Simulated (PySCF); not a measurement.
## Fractional electron number in Ne⁺ (neon, charge +1)

The 2p beta orbital of [He] 2s2 2p5 is emptied in steps (occupation f), with all orbitals relaxed, ending at [He] 2s2 2p4. Computed with PySCF 2.14 in jorge-DZP-DKH, with the spin-free X2C one-electron Hamiltonian (Gaussian nucleus). The exact energy is a straight line in f; departures are measured from the line between the end points of the same method.

| f | UHF (eV) | LDA (eV) | PBE (eV) | PBE0 (eV) | r2SCAN (eV) | LC-wPBE (eV) | BHandHLYP (eV) | wB97X (eV) | MN15 (eV) | BLYP (eV) |
| --- | --- | --- | --- | --- | --- | --- | --- | --- | --- | --- |
| 1 | 0.000 | 0.000 | 0.000 | 0.000 | 0.000 | 0.000 | 0.000 | 0.000 | 0.000 | 0.000 |
| 0.75 | 0.486 | -1.954 | -1.892 | -1.301 | -1.725 | -0.860 | -0.726 | -0.835 | -1.152 | -1.901 |
| 0.5 | 0.621 | -2.618 | -2.522 | -1.732 | -2.270 | -1.140 | -0.977 | -1.106 | -1.525 | -2.539 |
| 0.25 | 0.447 | -1.969 | -1.884 | -1.293 | -1.666 | -0.844 | -0.740 | -0.814 | -1.128 | -1.903 |
| 0 | 0.000 | 0.000 | 0.000 | 0.000 | 0.000 | 0.000 | 0.000 | 0.000 | 0.000 | 0.000 |

| method | E(f=0) − E(f=1) (eV) | −ε at f=1 (eV) | −ε at f=0.5 (eV) |
| --- | --- | --- | --- |
| UHF | 39.436 | 42.145 | 39.332 |
| LDA | 41.651 | 31.290 | 41.611 |
| PBE | 41.355 | 31.283 | 41.374 |
| PBE0 | 41.214 | 34.285 | 41.233 |
| r2SCAN | 41.353 | 32.089 | 41.502 |
| LC-wPBE | 41.518 | 36.932 | 41.557 |
| BHandHLYP | 41.143 | 37.310 | 41.107 |
| wB97X | 41.126 | 36.669 | 41.177 |
| MN15 | 41.484 | 35.317 | 41.544 |
| BLYP | 41.416 | 31.309 | 41.409 |

Orbital energy along the path (eV):

```tsv
f	UHF	LDA	PBE	PBE0	r2SCAN	LC-wPBE	BHandHLYP	wB97X	MN15	BLYP
1	-42.145	-31.290	-31.283	-34.285	-32.089	-36.932	-37.310	-36.669	-35.317	-31.309
0.75	-40.647	-36.399	-36.302	-37.746	-36.822	-39.232	-39.179	-38.908	-38.435	-36.327
0.5	-39.332	-41.611	-41.374	-41.233	-41.502	-41.557	-41.107	-41.177	-41.544	-41.409
0.25	-38.172	-46.888	-46.426	-44.697	-45.980	-43.830	-43.089	-43.386	-44.576	-46.508
0	-37.145	-52.154	-51.307	-48.041	-49.957	-45.907	-45.124	-45.295	-47.340	-51.521
```

Reference removal energy between the ground levels: 40.963 eV (measured; NIST Atomic Spectra Database, ionization energies). The calculation has no spin-orbit coupling. UHF lacks correlation.
